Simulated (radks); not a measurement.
Valence configurations of As I (all share [Ar]). Calculated with a radial shooting solver on a logarithmic mesh with Libxc functionals: Dirac Kohn-Sham, PBEsol, spin-unpolarised, spherical densities, finite nucleus; open shells fill j = l - 1/2 first; Fermi nuclear charge, rms radius 4.0968 fm. Order these by energy: 3d9 4s1 4p5; 3d10 4p5; 3d10 4s1.5 4p3.5; 3d8 4s1 4p6; 3d9.5 4s1.5 4p4; 3d9 4s2 4p4; 3d8.5 4s1.5 4p5; 3d10 4s1 4p4; 3d10 4s2 4p3; 3d8 4s2 4p5.

Answer. From the lowest, in eV above it: 3d10 4s2 4p3 0.000; 3d10 4s1.5 4p3.5 4.718; 3d10 4s1 4p4 9.499; 3d10 4p5 19.234; 3d9.5 4s1.5 4p4 23.708; 3d9 4s2 4p4 39.820; 3d9 4s1 4p5 50.315; 3d8.5 4s1.5 4p5 68.790; 3d8 4s2 4p5 89.336; 3d8 4s1 4p6 100.75. NIST lists [Ar] 3d10 4s2 4p3 as the ground configuration; this level of theory agrees among the configurations tried. The energies are those of spherical spin-averaged densities, not of single terms.
